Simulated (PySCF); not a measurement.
ClTl (SMILES [Cl][Tl]), singlet, geometry from GFN2-xTB (such geometries of metal compounds can be far from the true shape) (core potentials on Tl); R2SCAN/def2-SV(P) (PySCF).

Input for PySCF:
```python
from pyscf import gto, scf, dft

mol = gto.M(
    atom='''
Tl   -0.000000   -0.000000   -0.449804
Cl    0.000000    0.000000    2.143186
''',
    basis='def2-sv(p)',
    ecp={'Tl': 'def2-sv(p)'},
    charge=0,
    spin=0,
    verbose=4,
)

mf = dft.RKS(mol)
mf.xc = 'r2scan'
mf.kernel()
```

The log (banner, timings and long lists left out):

```
PySCF version 2.14.0

[INPUT] verbose = 4
[INPUT] num. atoms = 2
[INPUT] num. electrons = 38
[INPUT] charge = 0
[INPUT] spin (= nelec alpha-beta = 2S) = 0
[INPUT] symmetry False subgroup None
[INPUT] Mole.unit = angstrom
[INPUT] Symbol           X                Y                Z      unit          X                Y                Z       unit  Magmom
[INPUT]  1 Tl     0.000000000000   0.000000000000  -0.449804000000 AA    0.000000000000   0.000000000000  -0.850006369734 Bohr   0.0
[INPUT]  2 Cl     0.000000000000   0.000000000000   2.143186000000 AA    0.000000000000   0.000000000000   4.050034574002 Bohr   0.0

nuclear repulsion = 72.8565340778175
number of shells = 18
number of NR pGTOs = 97
number of NR cGTOs = 44
basis = def2-sv(p)
ecp = {'Tl': 'def2-sv(p)'}

******** <class 'pyscf.dft.rks.RKS'> ********
method = RKS
initial guess = minao
damping factor = 0
level_shift factor = 0
DIIS = <class 'pyscf.scf.diis.CDIIS'>
diis_start_cycle = 1
diis_space = 8
diis_damp = 0
SCF conv_tol = 1e-09
SCF conv_tol_grad = None
SCF max_cycles = 50
direct_scf = True
direct_scf_tol = 1e-13
XC library pyscf.dft.libxc version 7.1.2
    S. Lehtola, C. Steigemann, M. J. T. Oliveira, and M. A. L. Marques,  SoftwareX 7, 1–5 (2018)
XC functionals = r2scan
    J. W. Furness, A. D. Kaplan, J. Ning, J. P. Perdew, and J. Sun,  J. Phys. Chem. Lett. 11, 8208–8215 (2020)
    J. W. Furness, A. D. Kaplan, J. Ning, J. P. Perdew, and J. Sun,  J. Phys. Chem. Lett. 11, 9248–9248 (2020)
    J. W. Furness, A. D. Kaplan, J. Ning, J. P. Perdew, and J. Sun,  J. Phys. Chem. Lett. 11, 8208–8215 (2020)
    J. W. Furness, A. D. Kaplan, J. Ning, J. P. Perdew, and J. Sun,  J. Phys. Chem. Lett. 11, 9248–9248 (2020)
radial grids:
    Treutler-Ahlrichs [JCP 102, 346 (1995); DOI:10.1063/1.469408] (M4) radial grids

becke partition: Becke, JCP 88, 2547 (1988); DOI:10.1063/1.454033
pruning grids: <function nwchem_prune>
grids dens level: 3
symmetrized grids: False
atomic radii adjust function: <function treutler_atomic_radii_adjust>
small_rho_cutoff = 0
Set gradient conv threshold to 3.16228e-05
Initial guess from minao.
tot grids = 41808
init E= -610.887657985769
  HOMO = -0.617142119920801  LUMO = -0.537995408718095  gap/eV = 2.15369
cycle= 1 E= -632.045672944114  delta_E= -21.2  |g|= 1.54  |ddm|= 12.2
  HOMO = -0.109652605970701  LUMO = 0.0473097335674322  gap/eV = 4.27116
cycle= 2 E= -631.864440501989  delta_E= 0.181  |g|= 1.86  |ddm|= 5.35
  HOMO = -0.236480241076867  LUMO = -0.0662274049727683  gap/eV = 4.63282
cycle= 3 E= -632.694502298954  delta_E= -0.83  |g|= 0.0624  |ddm|= 2.53
  HOMO = -0.220646878407826  LUMO = -0.0826831911870246  gap/eV = 3.75418
cycle= 4 E= -632.693399066093  delta_E= 0.0011  |g|= 0.0875  |ddm|= 0.279
  HOMO = -0.236438657376701  LUMO = -0.0808314753218256  gap/eV = 4.23429
cycle= 5 E= -632.696781424482  delta_E= -0.00338  |g|= 0.0138  |ddm|= 0.139
  HOMO = -0.234273088428167  LUMO = -0.0792979356990754  gap/eV = 4.21709
cycle= 6 E= -632.696823605701  delta_E= -4.22e-05  |g|= 0.00295  |ddm|= 0.0238
  HOMO = -0.234831415038334  LUMO = -0.0793537475201028  gap/eV = 4.23076
cycle= 7 E= -632.696826273046  delta_E= -2.67e-06  |g|= 0.000372  |ddm|= 0.00386
  HOMO = -0.234812877441351  LUMO = -0.0793955761996979  gap/eV = 4.22912
cycle= 8 E= -632.696826322467  delta_E= -4.94e-08  |g|= 6.53e-05  |ddm|= 0.000793
  HOMO = -0.234828289336722  LUMO = -0.0794010990698143  gap/eV = 4.22939
cycle= 9 E= -632.696826324469  delta_E= -2e-09  |g|= 1.11e-05  |ddm|= 0.000183
  HOMO = -0.234827908562373  LUMO = -0.0794025140819614  gap/eV = 4.22934
cycle= 10 E= -632.696826324531  delta_E= -6.18e-11  |g|= 6.14e-07  |ddm|= 2.82e-05
  HOMO = -0.234828065958008  LUMO = -0.0794023922962298  gap/eV = 4.22935
Extra cycle  E= -632.69682632453  delta_E= 1.14e-12  |g|= 1.03e-06  |ddm|= 2.74e-06
converged SCF energy = -632.69682632453
```
